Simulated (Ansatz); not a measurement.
Molecule: sum formula GeH2Br2, charge 0, multiplicity 1. 
Structure (B3LYP-D3(BJ)/def2-TZVP (Ansatz, a first-principles code) minimum search):
SMILES: [GeH2]([Br])[Br]
```xyz
5

Br    -1.8636     0.5473    -0.0220
Ge    -0.0442    -0.8853     0.0318
Br     1.9089     0.3594    -0.0106
H     -0.0867    -1.6577     1.3521
H     -0.0835    -1.7507    -1.2296
```

Total electronic energies in hartree. Valence correlation only, unless marked. No spin-orbit coupling. The frozen core is the preceding noble-gas configuration, with the filled d and f shells of earlier blocks. Non-relativistic. CBS marks a two-point X^-3 extrapolation of the correlation energy; Hartree-Fock from the larger set (for Q and 5 zeta extrapolated as (X+1)exp(-9√X)).

```
level                                program  energy (Eh)
----------------------------  --------------  -----------
HF/6-31G                              Ansatz  -7220.34831
RI-HF/cc-pVQZ                         Ansatz  -7221.59766
BLYP-D4/def2-TZVPD            Ansatz + dftd4  -7226.71058
revPBE-D4/def2-TZVPD          Ansatz + dftd4  -7226.00728
PBE0/def2-SVP                         Ansatz  -7224.85321
PBE0/def2-QZVPP                       Ansatz  -7225.89262
BHLYP-D4/def2-TZVPD           Ansatz + dftd4  -7226.57198
r2SCANh/def2-TZVPD                    Ansatz  -7226.55374
HSE06-D4/def2-TZVPD           Ansatz + dftd4  -7225.75705
CAM-B3LYP-D4/def2-TZVPD       Ansatz + dftd4  -7226.97451
LC-wPBE/def2-TZVPD                    Ansatz  -7225.61710
B2PLYP-D4/def2-TZVPD          Ansatz + dftd4  -7225.35241
B2PLYP/def2-TZVPD                     Ansatz  -7225.34895
PBE-QIDH/def2-TZVPD                   Ansatz  -7224.66585
MP2/aug-cc-pVDZ                       Ansatz  -7221.70536
MP2/CBS(cc-pVQZ,cc-pV5Z)              Ansatz   -7222.1203
RI-MP2/cc-pVQZ                        Ansatz  -7222.07720
SCS-MP2/STO-3G                        Ansatz  -7142.40709
SCS-MP2/6-31G*                        Ansatz  -7220.84016
CCSD/CBS(cc-pVTZ,cc-pVQZ)             Ansatz   -7222.1475
CCSD(T)/6-31G                         Ansatz  -7220.50565
CCSD(T)/cc-pV5Z                       Ansatz  -7222.15590
CCSD(T)/CBS(cc-pVQZ,cc-pV5Z)          Ansatz   -7222.1728
```

Totals of different functionals don't rank their quality; only differences between species are comparable.
